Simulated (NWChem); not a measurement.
System: C$_{2}$H$_{6}$O$_{2}$Si; SMILES [SiH2](O)C(C)=O

NWChem input:

```
start job
memory heap 200 mb stack 900 mb global 1100 mb
geometry units angstroms noautosym nocenter noautoz
  C      0.609041    -2.105534     0.000000
  C     -0.154388    -0.801495     0.000000
  O     -1.381531    -0.773464     0.000000
  Si     0.672129     0.955502     0.000000
  O     -0.653382     1.948771     0.000000
  H      1.262554    -2.155438    -0.881262
  H      1.262554    -2.155438     0.881262
  H     -0.079334    -2.955585     0.000000
  H      1.522547     1.126766    -1.208591
  H      1.522547     1.126766     1.208591
  H     -1.452769     1.386244     0.000000
end
basis spherical
  * library 6-31g*
end
dft
  xc b3lyp
  iterations 150
end
cosmo
  do_cosmo_smd true
  solvent ethanol
end
task dft energy
```

Output (shortened):

```
             Northwest Computational Chemistry Package (NWChem) 7.3.0
             --------------------------------------------------------

                             Geometry "geometry" -> ""
                             -------------------------

 Output coordinates in angstroms (scale by  1.889725989 to convert to a.u.)

  No.       Tag          Charge          X              Y              Z
 ---- ---------------- ---------- -------------- -------------- --------------
    1 C                    6.0000     0.60904100    -2.10553400     0.00000000
    2 C                    6.0000    -0.15438800    -0.80149500     0.00000000
    3 O                    8.0000    -1.38153100    -0.77346400     0.00000000
    4 Si                  14.0000     0.67212900     0.95550200     0.00000000
    5 O                    8.0000    -0.65338200     1.94877100     0.00000000
    6 H                    1.0000     1.26255400    -2.15543800    -0.88126200
    7 H                    1.0000     1.26255400    -2.15543800     0.88126200
    8 H                    1.0000    -0.07933400    -2.95558500     0.00000000
    9 H                    1.0000     1.52254700     1.12676600    -1.20859100
   10 H                    1.0000     1.52254700     1.12676600     1.20859100
   11 H                    1.0000    -1.45276900     1.38624400     0.00000000

 Effective nuclear repulsion energy (a.u.)     226.6920884616

                                 NWChem DFT Module
                                 -----------------

 Summary of "ao basis" -> "ao basis" (spherical)
 ------------------------------------------------------------------------------
       Tag                 Description            Shells   Functions and Types
 ---------------- ------------------------------  ------  ---------------------
 C                           6-31g*                  6       14   3s2p1d
 O                           6-31g*                  6       14   3s2p1d
 Si                          6-31g*                  8       18   4s3p1d
 H                           6-31g*                  2        2   2s

 in cosmo_initialize ...
 calling solv_data for solv:ethanol

 solvent parameters
 solvname_short: ethanol
 solvname_long:  ethanol
 dielec:       24.8520
 dielecinf:     1.8526
 nonaqueous SMD model solvent descriptors
 dielec:       24.8520
 sola:          0.3700
 solb:          0.4800
 solc:          0.0000
 solg:         31.6200
 solh:          0.0000
 soln:          1.3611

[...]

                                COSMO-SMD solvation results
                                ---------------------------

             internal energy in gas <Psi(g)|H|Psi(g)> =      -519.780983272270
         internal energy in solvent <Psi(s)|H|Psi(s)> =      -519.779158663210
                               delta internal energy  =         0.001824609060 (    1.14 kcal/mol)
   total free energy in solvent <Psi(s)|H+V/2|Psi(s)> =      -519.792738485057
 polarization energy contribution <Psi(s)|V/2|Psi(s)> =        -0.013579821847 (   -8.52 kcal/mol)
    total free energy in solvent including G(SMD-CDS) =      -519.790121904182
                       G(SMD-CDS) energy contribution =         0.002616580875 (    1.64 kcal/mol)
     1 M fixed-concentration free energy of solvation =        -0.009138631912 (   -5.73 kcal/mol)

                       DFT Final Molecular Orbital Analysis
                       ------------------------------------

 Vector   22  Occ=2.000000D+00  E=-3.558714D-01
              MO Center= -4.3D-01,  3.5D-01,  8.8D-09, r^2= 4.5D+00
   Bfn.  Coefficient  Atom+Function         Bfn.  Coefficient  Atom+Function
  ----- ------------  ---------------      ----- ------------  ---------------
    64      0.430719   5 O  py               68      0.309546   5 O  py
    32      0.246108   3 O  py               18      0.183666   2 C  py
     3     -0.169443   1 C  px               36      0.150572   3 O  py
    50     -0.146487   4 Si py               79      0.143374   8 H  s
    17      0.136050   2 C  px               20      0.130396   2 C  s

 Vector   23  Occ=2.000000D+00  E=-3.090649D-01
              MO Center=  2.0D-01,  1.6D+00,  5.1D-09, r^2= 2.5D+00
   Bfn.  Coefficient  Atom+Function         Bfn.  Coefficient  Atom+Function
  ----- ------------  ---------------      ----- ------------  ---------------
    65      0.500969   5 O  pz               69      0.391985   5 O  pz
    82      0.283074   9 H  s                84     -0.283074  10 H  s
    51     -0.185225   4 Si pz               81      0.172169   9 H  s
    83     -0.172169  10 H  s                59      0.099598   4 Si d  1
    55      0.081800   4 Si pz               47      0.074684   4 Si pz

 Vector   24  Occ=2.000000D+00  E=-2.491954D-01
              MO Center= -5.3D-01, -6.1D-01, -2.0D-09, r^2= 2.5D+00
   Bfn.  Coefficient  Atom+Function         Bfn.  Coefficient  Atom+Function
  ----- ------------  ---------------      ----- ------------  ---------------
    32      0.501932   3 O  py               36      0.381616   3 O  py
    50      0.279079   4 Si py                6      0.258426   1 C  s
    18     -0.247159   2 C  py                4      0.202976   1 C  py
    20     -0.151044   2 C  s                48     -0.139536   4 Si s
     8      0.131956   1 C  py               49      0.125509   4 Si px

 Vector   25  Occ=0.000000D+00  E=-4.503477D-02
              MO Center= -3.0D-01, -6.9D-01,  1.5D-10, r^2= 2.2D+00
   Bfn.  Coefficient  Atom+Function         Bfn.  Coefficient  Atom+Function
  ----- ------------  ---------------      ----- ------------  ---------------
    23      0.506832   2 C  pz               19      0.483697   2 C  pz
    37     -0.419740   3 O  pz               33     -0.405670   3 O  pz
    82      0.213393   9 H  s                84     -0.213393  10 H  s
    55      0.170999   4 Si pz               76      0.164393   6 H  s
    78     -0.164393   7 H  s                51      0.115504   4 Si pz

[...]
```

Level: B3LYP/6-31G* (spherical d), SMD on the gas-phase geometry. The geometry was optimised at B3LYP/6-31G* (spherical d). Solvent: ethanol.
